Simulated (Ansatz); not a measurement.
Reaction (atomization): `NB1N[SiH]1F` → B• + F• + 4 H• + 2 N• + Si•

Calculated with Ansatz (gas phase, PBE0-D4/def2-TZVP geometries, no zero-point term in ΔE). CBS: MP2 limit from def2 TZ/QZ plus the TZ coupled-cluster correction, frozen cores. This one scheme is used for every species, atoms too. DFT in def2-TZVPP. No spin–orbit coupling; open shells (•) take unrestricted orbitals. Spin–orbit coupling would lower the free atoms: a little for B, F, Si. Each species was taken in one conformer, which may not be the lowest.

```csv
species,PBE-QIDH energy (Eh)
`NB1N[SiH]1F`,-525.83382
B•,-24.61334
F•,-99.66615
H•,-0.50179
N•,-54.54130
Si•,-289.15959
```

(1) Work out ΔE.

Largest T1 diagnostic among the species: 0.014.

Answers

(1) ΔE = 4 × (-0.50179) + 2 × (-54.54130) + (-24.61334) + (-99.66615) + (-289.15959) − (-525.83382) = 1.30498 Eh = +35.51 eV. CCSD(T)/CBS gives +35.79 eV.

In def2-TZVPP, CCSD(T) changes the Hartree–Fock value by +9.63 eV (the triples alone add +0.63 eV) and MP2 by +10.59 eV; breaking electron pairs costs correlation energy, which Hartree–Fock lacks. Leaving LDA and LC-ωPBE aside and taking each functional with its dispersion term where it has one, the values, not all of them listed here, spread over 2.17 eV, from BHLYP-D4 to PBE-D4. LDA lies +4.89 eV from PBE without D4, its usual overbinding. From PBE to PBE0 (25 % exact exchange), in def2-TZVPP and without D4, ΔE moves by −0.91 eV: exact exchange takes away binding that semilocal exchange gives to molecules.

For atomizations the MP2-based limit and the directly extrapolated one differ by several kJ/mol either way, and by 10 to 25 for some Ge, Se and Sn compounds, so smaller differences from it don't rank the levels.
